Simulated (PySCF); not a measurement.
# KBe: one state, many levels of theory

State: ²Σ⁺ (doublet), unpaired electrons σ ↑. Set-up: PySCF, no relativity, basis sets K pcseg-2, Be pcseg-2. De refers to K + Be in their ground configurations, without counterpoise correction. The functionals are run spin-unrestricted. A positive dipole means K(−)Be(+). Levels whose curve was spin-contaminated or gave no clean fit are not listed.

```tsv
Level	Re (Å)	ωe (cm⁻¹)	De (eV)	μ (D)
PBE	3.369	170	0.361	-3.46
BP86	3.391	164	0.318	-3.30
r²SCAN	3.416	166	0.361	-3.90
M06-L	3.335	186	0.376	-3.87
TPSSh	3.372	178	0.357	-4.40
PBE0	3.397	164	0.283	-3.70
```

**Question.** What does a quarter of exact exchange do here, going from PBE to PBE0?

**Answer.** PBE0 less PBE: +2.8 pm in Re, -3.5 % in ωe, -0.08 eV in De. Exact exchange removes part of the self-interaction that spreads semilocal densities, and in most molecules shortens and stiffens the bond and lowers De; here Re and ωe go the other way.

**Question.** What does the step from GGA to meta-GGA do here, going from PBE to r²SCAN?

**Answer.** r²SCAN less PBE: +4.7 pm in Re, -2.4 % in ωe, +0.00 eV in De. 

The bond is weak. Basis-set superposition, not corrected here, can be much of De in a small basis, most of all at correlated wavefunction levels. Functionals without a dispersion term scatter widely for such bonds, and LDA overbinds them. The state was picked by a PBE0 search and need not be the measured ground state.

The whole job (state search and all levels along the bond) took about 3 min on 1 thread of Arm Neoverse N1 (shared host), peak memory 0.57 GiB.
